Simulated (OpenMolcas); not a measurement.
An OpenMolcas run meant for neutral niobium (ANO-R1, X2C; inactive shells 1s 2s 2p 3s 3p 3d 4s 4p; intended active space 5 electrons in 6 orbitals (4d 5s)). One step of its input:

```
&RASSCF
FileOrb=start.orb
Symmetry=1
Spin=7
nActEl=5 0 0
Inactive=9 9
Ras2=6 0
CIRoot=6 6 1
SDav=6
CIMx=300
Iter=66 100
PrWF=0.3
OrbListing=Nothing
MaxOrb=0
Atom
CIOnly
>>> COPY $Project.JobIph JOB001
```

Lines from the output:

```
--- SEWARD ---
Basis set label: NB.ANO-R...6S4P3D1F.

      Electronic valence basis set:
      ------------------
      Associated Effective Charge  41.000000 au
      Associated Actual Charge     41.000000 au
      Nuclear Model: Finite nucleus - Gaussian distribution
        Gaussian exponent, Xi/bohr**(-2):  2.21204E+08

      Shell  nPrim  nBasis  Cartesian Spherical Contaminant
         s      23       6        X
         p      15       4        X
         d      12       3                 X
         f       6       1                 X
                  Relativistic X2C integrals
                  Atomic mean-field integrals
--- RASSCF ---

 Nr of active orbitals     NAC=   6
 Spin degeneracy         ISPIN=   7
 There can be no such wave function.
 ************************************************
--- Stop Module: rasscf at  /rc=_RC_INPUT_ERROR_ ---
.####################.
.# User input error #.
.####################.
```

What is wrong with the input?

The spin multiplicity does not fit the number of active electrons: an even count needs an odd multiplicity and the reverse.
